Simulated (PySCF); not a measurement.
## Static response to an electric field

C5H10Si.
Numbering: `[CH2:1]=[CH:2][CH:3]1[CH2:4][SiH2:5][CH2:6]1` (hydrogens: H7, H8 on C1; H9 on C2; H10 on C3; H11, H12 on C4; H13, H14 on Si5; H15, H16 on C6)

Geometry (GFN2-xTB, Å), atoms numbered from 1 in this order:
```xyz
16
C5H10Si angstrom
C      2.6075    0.2666   -0.0928
C      1.3726   -0.1351   -0.3308
C      0.1617    0.3660    0.3755
C     -0.9001    0.9071   -0.6183
Si    -2.0924   -0.5268   -0.2092
C     -0.6491   -0.7945    1.0118
H      2.8247    1.0139    0.6536
H      3.4543   -0.1280   -0.6292
H      1.1766   -0.8861   -1.0869
H      0.4541    1.1163    1.1135
H     -0.5265    0.9742   -1.6384
H     -1.2507    1.8991   -0.3412
H     -2.2465   -1.5450   -1.2495
H     -3.3883   -0.1639    0.3652
H     -0.8800   -0.6072    2.0584
H     -0.1257   -1.7478    0.9659
```

Level: CAM-B3LYP/def2-SVPD (PySCF), static field, nuclei fixed, core orbitals frozen in the response. The polarisability tensor in these axes (au):

```
x   108.45   7.85   2.72
y     7.85  73.96   0.78
z     2.72   0.78  72.47
```

**Question.** Give the principal values, the mean and the anisotropy Δα = √{½[(α1 − α2)² + (α2 − α3)² + (α1 − α3)²]}.

**Answer.** Principal values 72.07, 72.44 and 110.36 au; mean 84.96 au = 12.59 Å³ = 14.01 × 10⁻⁴⁰ C²·m²/J; Δα = 38.11 au (45 % of the mean).

**Question.** What is the dipole moment, and where does it point?

**Answer.** (-0.26, 0.10, 0.15) D, 0.31 D in size, pointing from the negative to the positive side. Measured along this direction, the outermost atoms are H8 at the negative end and H14 at the positive end.

**Question.** Sum over states: ᾱ = Σ f/ω², ω in Eh. What share falls to these 8 lowest TDDFT singlets (eV, f)? 6.96, 0.0088; 7.22, 0.5410; 7.27, 0.0331; 7.31, 0.0569; 7.58, 0.0192; 7.61, 0.0112; 7.71, 0.0133; 7.83, 0.0003.

**Answer.** They add up to 9.64 au, 11.3 % of the 84.96 au; the largest single term is 7.69 au, from the state at 7.22 eV. Terms in order: 0.13, 7.69, 0.46, 0.79, 0.25, 0.14, 0.17, 0.00 au. Higher excitations give the rest. The strengths listed sum to 0.684.

**Question.** Refractivity n − 1 of an ideal gas of it at 273.15 K and 1 atm, from the electronic α?

**Answer.** N = p/kT = 2.6868 × 10¹⁹ cm⁻³, so n − 1 = 2π × N × 12.59 × 10⁻²⁴ cm³ = 2125 × 10⁻⁶ at long wavelengths, for an ideal gas.

**Question.** Orientational against electronic polarisability at 250 K (dilute gas, rigid molecules)?

**Answer.** In Gaussian units μ²/3kT = 0.93 Å³ against 12.59 Å³, a ratio of 0.07; the Debye molar polarisation (4π/3)N_A(α + μ²/3kT) is 34.1 cm³/mol, leaving out the vibrational part.

**Question.** What depolarisation ratio follows for Rayleigh scattering of linearly polarised light, taking the static tensor?

**Answer.** ρ = 3Δα²/(45ᾱ² + 4Δα²) = 4357.0/(324818 + 5809.3) = 0.0132.

One conformer (not necessarily the lowest) at the GFN2-xTB geometry, without solvent, vibrations or thermal averaging.
